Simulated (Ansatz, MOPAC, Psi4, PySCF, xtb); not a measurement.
Complex: N2 (SMILES N#N) (first 2 atoms) with CH6Si (SMILES C[SiH3]); geometry from B3LYP-D3(BJ)/def2-TZVP, rigid monomers moved along the line of their centres of mass till N1···Si4 is 4.98 Å.
(charge 0, multiplicity 1):
```xyz
10

N      1.2001    -0.0434     0.9390
N      0.8204     0.0548    -0.0787
C      0.3962    -0.2072     6.0499
Si    -1.2747     0.1108     5.2607
H      1.1745    -0.2801     5.2891
H      0.3862    -1.1395     6.6174
H      0.6627     0.6011     6.7334
H     -1.2596     1.3781     4.4900
H     -2.3321     0.2108     6.2967
H     -1.6366    -0.9893     4.3339
```

Counterpoise-corrected where a basis set is named; no monomer relaxation. Rows marked so take none.

Frozen-core correlation. Rows in 6-31G* carry no dispersion term and start afresh at each structure (6-31G* with six Cartesian d functions). MP2/6-31G* freezes PySCF's default core. The state reached by PM7 isn't checked; PM7 holds dispersion and hydrogen-bond terms.

The values were computed with Ansatz (Gaussian basis) for Hartree–Fock, density functionals and correlated methods; MOPAC for PM7 (differences of heats of formation); Psi4 for SAPT; PySCF for 6-31G* rows, the dispersion terms; xtb for the GFN methods. Values without a source in brackets are computed.

```json
[
 {"level": "PM7", "interaction energy (meV)": "-4.7"},
 {"level": "GFN2-xTB", "interaction energy (meV)": "-9.7"},
 {"level": "B3LYP/def2-TZVPPD", "interaction energy (meV)": "0.5"},
 {"level": "PBE0-D3(BJ)/def2-TZVPPD", "interaction energy (meV)": "-12.9"},
 {"level": "M06-2X/6-31G* (no counterpoise)", "interaction energy (meV)": "-11.0"},
 {"level": "MP2/6-31G*", "interaction energy (meV)": "?"},
 {"level": "MP2/aug-cc-pV(D+d)Z", "interaction energy (meV)": "-10.9"},
 {"level": "CCSD/aug-cc-pV(D+d)Z", "interaction energy (meV)": "-8.9"},
 {"level": "SAPT0/jun-cc-pV(D+d)Z", "interaction energy (meV)": "-8.6"}
]
```

**Question.** What belongs in the gaps?

**Answer.** 
- MP2/6-31G*, interaction energy (meV): -7.9

Ansatz is a first-principles code.
